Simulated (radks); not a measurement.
The ruthenium ion Ru2+ inside a hard spherical wall (all orbitals vanish at R), configuration held at [Kr] 4d6 and not refilled when levels cross. Method: scalar-relativistic Kohn-Sham, LDA (Slater exchange, Perdew-Wang correlation), spin-unpolarised, spherical densities, finite nucleus; Fermi nuclear charge, rms radius 4.4809 fm; computed with a radial shooting solver on a logarithmic mesh with Libxc functionals. Eigenvalues in eV, with the zero of energy where the potential of the charges vanishes at infinity; a dash marks a level that is unbound or too diffuse for the functional's potential to be trusted. A positive occupied level is held by the wall or, in an anion where self-interaction has pushed it up, behind a barrier. The pressure on the wall is -dE/dV.

| R (bohr) | E (hartree) | kinetic (hartree) | e(3d) | e(4s) | e(4p) | e(4d) | e(5s, empty) | e(5p, empty) | pressure (GPa) |
|---|---|---|---|---|---|---|---|---|---|
| free | -4525.24675 | 4678.100 | -293.88 | -96.603 | -66.559 | -24.378 | -19.383 | -13.600 | 0 |
| 20 | -4525.24675 | 4678.100 | -293.88 | -96.603 | -66.559 | -24.378 | -19.383 | -13.600 | < 0.0001 |
| 12 | -4525.24675 | 4678.100 | -293.88 | -96.603 | -66.559 | -24.378 | -19.383 | -13.600 | < 0.0001 |
| 6 | -4525.24599 | 4678.109 | -293.84 | -96.562 | -66.520 | -24.341 | -19.232 | -13.091 | 0.110 |
| 5 | -4525.23992 | 4678.165 | -293.59 | -96.343 | -66.310 | -24.138 | -18.571 | -11.726 | 1.38 |
| 3.5 | -4525.07962 | 4679.168 | -290.29 | -93.639 | -63.736 | -21.366 | -10.714 | -0.225 | 68.5 |
| 3 | -4524.74745 | 4680.934 | -286.00 | -90.368 | -60.576 | -17.585 | -0.082 | 13.393 | 292 |
| 2.5 | -4523.62931 | 4686.409 | -276.07 | -83.238 | -53.362 | -8.474 | 25.696 | 43.991 | 1500 |
| 2 | -4519.23782 | 4705.566 | -251.24 | -65.144 | -33.810 | 16.151 | 94.921 | 120.39 | 9810 |
| 1.5 | -4498.57760 | 4779.403 | -187.08 | -4.961 | 32.854 | 94.588 | 308.93 | 342.63 | 88600 |
